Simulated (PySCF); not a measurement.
**Polarisability and C₆ of Sb (antimony, neutral)**

[Kr] 4d10 5s1 5p3 5d1, high-spin 6D determinant (an excited configuration). Calculation: PySCF 2.14, in x2c-TZVPPall with one added diffuse shell each of s, p, d, f type (9s7p5d3f, 76 functions); scalar relativity by spin-free X2C-1e. Coupled (time-dependent) response in atomic units; α is the mean over directions.

| method | mean α (bohr³) | α xx, yy, zz | C₆ (like pair) | S(−4) |
| --- | --- | --- | --- | --- |
| UHF | 2147 | 3197, 3197, 46.47 | 16250 | 111800000 |
| PBE | 1647 | 2445, 2445, 50.93 | 15850 | 31920000 |
| PBE0 | 2071 | 3082, 3082, 49.56 | 21340 | 53340000 |

S(−4) is the Cauchy moment in α(ω) = α(0) + S(−4) ω² + …

Spin-orbit coupling is absent.

α(iu) at PBE0:

| u (hartree) | α(iu) (bohr³) |
| --- | --- |
| 0 | 2071 |
| 0.0500 | 80.63 |
| 0.100 | 53.51 |
| 0.200 | 36.50 |
| 0.300 | 26.36 |
| 0.500 | 15.24 |
| 0.750 | 9.058 |
| 1.00 | 6.118 |
| 1.50 | 3.504 |
| 2.00 | 2.369 |
| 3.00 | 1.354 |
| 5.00 | 0.6337 |

The components differ because the open shell of this determinant is not spherical; for a pure term their mean is the scalar polarisability.

The outer electron is Rydberg-like, and this basis confines it to a smaller radius and binds it less than a complete one would.
